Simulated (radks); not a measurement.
Spherical quantum dot in the effective-mass picture: electrons in a hard-walled sphere of radius 1.66, with a point charge +2 (a donor) at the centre, all in effective atomic units (hartree* = m*/eps^2 hartree, bohr* = eps/m* bohr), one dielectric constant everywhere. Method: non-relativistic Kohn-Sham, r2SCAN, spin-polarised, spherical densities, generalised Kohn-Sham scheme; computed with a radial shooting solver with Libxc functionals. Levels are named by radial order and angular momentum (1s, 1p, 1d, 2s, ...), and open shells are averaged over m. Results are scaled to m* = 0.182 and eps = 4.7, for which hartree* = 224.2 meV and bohr* = 1.367 nm. Each electron was tried in the lowest free levels, single moves between levels near the top were tried too, and the lowest total energy was kept; such a search can miss a lower state. At N = 1 the Hartree and exchange-correlation terms need not cancel, so that row can carry a self-interaction error.

N,open shells,2S,addition energy mu(N+1) - mu(N) (meV),e(HOMO) (meV),rms radius (nm)
1,"1s(up 1, down 0)",1,312.3,-295.28,0.9307
2,none,0,829.1,8.3787,0.9874
3,"1p(up 1, down 0)",1,167.1,816.81,1.138
4,"1p(up 2, down 0)",2,177.5,990.40,1.212
5,"1p(up 3, down 0)",3,262.2,1170.9,1.258
6,"1p(up 3, down 1)",2,163.5,1422.4,1.292
7,"1p(up 3, down 2)",1,172.9,1591.3,1.318
8,none,0,684.9,1767.0,1.339
9,"2s(up 1, down 0)",1,191.9,2459.0,1.349
10,"1d(up 1, down 0) 2s(up 1, down 0)",2,160.6,2638.4,1.375
11,"1d(up 3, down 0)",3,162.4,2794.4,1.413
12,"1d(up 4, down 0)",4,169.2,2963.1,1.430
13,"1d(up 5, down 0)",5,207.4,3132.7,1.444
14,"1d(up 5, down 0) 2s(up 1, down 0)",6,219.9,3356.5,1.443
15,"1d(up 5, down 1) 2s(up 1, down 0)",5,152.8,3554.6,1.456
16,"1d(up 5, down 3)",2,152.3,3697.4,1.480
17,"1d(up 5, down 4)",1,166.4,3863.3,1.490
18,none,0,224.1,4030.2,1.498
19,"2s(up 1, down 0)",1,272.8,4272.2,1.496
20,none,0,613.1,4546.1,1.491
21,"1f(up 1, down 0)",1,160.8,5136.5,1.502
22,"1f(up 2, down 0)",2,161.4,5297.8,1.511
23,"1f(up 3, down 0)",3,162.1,5459.8,1.520
24,"1f(up 4, down 0)",4,162.5,5622.1,1.528
25,"1f(up 5, down 0)",5,162.9,5784.9,1.536
26,"1f(up 6, down 0)",6,163.1,5947.9,1.543
27,"1f(up 7, down 0)",7,228.3,6111.1,1.550
28,"1f(up 7, down 1)",6,159.0,6336.6,1.556
29,"1f(up 7, down 2)",5,159.7,6496.1,1.562
30,"1f(up 7, down 3)",4,160.3,6656.3,1.568
31,"1f(up 7, down 4)",3,160.9,6817.0,1.573
32,"1f(up 7, down 5)",2,161.3,6978.2,1.579
33,"1f(up 7, down 6)",1,161.6,7139.7,1.583
34,none,0,832.0,7301.4,1.588
35,"1g(up 1, down 0)",1,157.9,8131.9,1.594
36,"1g(up 2, down 0)",2,158.4,8290.1,1.599
37,"1g(up 3, down 0)",3,-,8448.5,1.604

All shells are closed at N = 2, 8, 18, 20, 34 (there: 1s2 1p6 1d10 2s2 1f14); the second difference of the energy has clear peaks (12 % above both neighbours; the first and last values, which can be the largest, are not judged, and half-filled shells can peak too) at N = 2, 5, 8, 20, 27, 34.
